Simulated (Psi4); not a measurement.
## Setting up GeCNF3 (SMILES N#[C][Ge]([F])([F])[F]) in Psi4

The species is GeCNF3 (6 atoms), meant as a singlet with charge 0. SMILES: `N#[C][Ge]([F])([F])[F]`. The shape was relaxed beforehand at PBE0/def2-TZVP.

```xyz
6

N     2.1932   -0.7908    1.0132
C     1.1971   -0.4445    0.5560
Ge   -0.4417    0.1253   -0.1962
F    -1.4764   -1.1961   -0.4337
F    -0.1763    0.8740   -1.6937
F    -1.2118    1.2318    0.8310
```

Settings wanted:

```
task                   : energy
method                 : DFT
functional             : r2SCAN
dispersion             : D4
basis set              : def2-TZVPP
reference              : RKS
solvent model          : none
integrals              : df
integral approximation : program's default
core potential         : none
frozen core orbitals   : 0
integration grid       : 99 radial × 590 angular
symmetry               : c1
threads                : 2
```

Problem. Give a Psi4 1.11 job that does this.

Solution. This one ran through:

calc.dat:
```
memory 4.4 GB

molecule {
  0 1
  N      2.193230    -0.790817     1.013243
  C      1.197056    -0.444473     0.555979
  Ge    -0.441683     0.125306    -0.196215
  F     -1.476354    -1.196103    -0.433745
  F     -0.176315     0.874033    -1.693655
  F     -1.211792     1.231845     0.830968
  symmetry c1
}

set {
  basis def2-TZVPP
  reference rks
  scf_type df
  dft_radial_points 99
  dft_spherical_points 590
}

result, w = energy("r2scan-d4", return_wfn=True)
```

```bash
$ psi4 -n 2 calc.dat calc.out
```

Calculated total energy: -2469.48167 Eh.
